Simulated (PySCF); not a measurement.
**How the method moves the HOMO and LUMO of `C[SiH2]C=O`**

Species: C2H6OSi.
SMILES with atom numbers: `[CH3:1][SiH2:2][CH:3]=[O:4]` (hydrogens: H5, H6, H7 on C1; H8, H9 on Si2; H10 on C3)

Cartesian coordinates in Å at the PBE0-D3(BJ)/def2-SVP level; atoms count from 1:
```xyz
10
C2H6OSi angstrom
C      1.231   -0.319    0.047
Si    -0.296    0.759    0.035
C     -1.837   -0.405   -0.061
O     -1.710   -1.604   -0.113
H      2.153    0.279    0.095
H      1.258   -0.939   -0.861
H      1.204   -0.996    0.914
H     -0.431    1.594    1.271
H     -0.349    1.681   -1.144
H     -2.870    0.048   -0.070
```

Basis pcSseg-2 throughout (PySCF), one geometry. Isolated species at its PBE0-D3(BJ)/def2-SVP geometry (one conformer only).

Task: How do the orbital energies, the gap and the dipole change with the method?

Result: 
```csv
method,kind,HOMO (eV),LUMO (eV),gap (eV),μ (D),SCF cycles
BLYP,GGA,-5.48,-2.56,2.92,1.79,15
OPBE,GGA,-5.50,-2.59,2.91,1.67,15
PBE,GGA,-5.55,-2.69,2.86,1.73,14
B97-D,GGA,-5.57,-2.58,2.99,1.78,14
BP86,GGA,-5.66,-2.77,2.89,1.76,14
LDA,LDA,-5.67,-2.93,2.73,1.82,14
KT2,GGA,-5.70,-2.60,3.10,1.78,16
KT3,GGA,-5.72,-2.60,3.12,1.76,16
B97-2,global hybrid,-6.74,-1.59,5.15,1.90,13
B3LYP,global hybrid,-6.80,-1.78,5.01,1.94,14
PBE0,global hybrid,-7.00,-1.52,5.48,1.92,13
mPW1PW91,global hybrid,-7.04,-1.53,5.50,1.92,13
CAM-B3LYP,range-separated hybrid,-8.42,-0.29,8.13,2.05,13
BHandHLYP,global hybrid,-8.43,-0.27,8.16,2.15,13
wB97X-D,range-separated hybrid,-8.87,0.37,9.25,1.98,14
LC-wPBE,range-separated hybrid,-9.68,0.96,10.64,2.04,14
HF,Hartree–Fock,-10.65,2.55,13.20,2.38,11
```

The HOMO spans 5.17 eV, from BLYP down to HF, and the gap runs from 2.73 eV (LDA) to 13.20 eV (HF). Over the methods BLYP (0 %), OPBE (0 %), PBE (0 %), B97-D (0 %), BP86 (0 %), LDA (0 %), KT2 (0 %), KT3 (0 %), B97-2 (21 %), B3LYP (20 %), PBE0 (25 %), mPW1PW91 (25 %), BHandHLYP (50 %), HF (100 %), a straight line through the gap against the share of exact exchange rises by 1.03 eV for each 10 % (correlation coefficient 0.999). The dipole ranges from 1.67 D (OPBE) to 2.38 D (HF). This basis has no diffuse functions.

The vertical ΔSCF ionisation energy at B3LYP/def2-SVPD is 9.40 eV; −ε(HOMO) comes closest to it with LC-wPBE (9.68 eV).
